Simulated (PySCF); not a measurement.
CdCl, SMILES [Cl][Cd+], charge +1.

Geometry: B3LYP-D3(BJ)/def2-TZVPD. The multiplicity is an assumed one; other spin states were not compared. The def2 effective core potentials stand for the cores of Cd; spin–orbit coupling is left out.

Computed with PySCF with TDDFT-LC-ωPBE/def2-TZVPD.

Vertical excitations; the highest root listed may be one member of a degenerate set. Gas-phase values at a fixed geometry. State labels are in the subgroup C2v.

Computed excitation energies, oscillator strengths and character:
| state | symmetry | energy (eV) | λ (nm) | f | main pairs |
|---|---|---|---|---|---|
| S1 | B2 | 3.02 | 410 | 0.006 | HOMO→LUMO (degenerate set) |
| S2 | B1 | 3.02 | 410 | 0.006 | HOMO−1→LUMO (degenerate set) |
| S3 | A1 | 5.16 | 240 | 0.200 | HOMO−2→LUMO 91 % |
| S4 | A2 | 7.44 | 167 | 0.000 | HOMO−1→LUMO+2 48 %, HOMO→LUMO+1 48 % |
| S5 | A2 | 7.45 | 166 | 0.000 | HOMO→LUMO+1, HOMO−1→LUMO+2 (degenerate set) |
| S6 | A1 | 7.45 | 166 | 0.000 | HOMO−1→LUMO+1, HOMO→LUMO+2 (degenerate set) |
| S7 | A1 | 8.25 | 150 | 0.286 | HOMO→LUMO+2 43 %, HOMO−1→LUMO+1 43 % |
| S8 | B2 | 8.90 | 139 | 0.138 | HOMO−2→LUMO+2 (degenerate set) |
| S9 | B1 | 8.90 | 139 | 0.138 | HOMO−2→LUMO+1 (degenerate set) |
| S10 | B1 | 9.52 | 130 | 0.040 | HOMO−1→LUMO+3 76 %, HOMO−7→LUMO 15 % |
| T1 | B2 | 2.62 | 473 | 0 | HOMO→LUMO (degenerate set) |
| T2 | B1 | 2.62 | 473 | 0 | HOMO−1→LUMO (degenerate set) |
| T3 | A1 | 3.42 | 363 | 0 | HOMO−2→LUMO 95 % |
| T4 | A1 | 7.09 | 175 | 0 | HOMO→LUMO+2 47 %, HOMO−1→LUMO+1 47 % |
Triplets are in the Tamm–Dancoff approximation, which puts them higher than full response would, so one can lie above its singlet here.
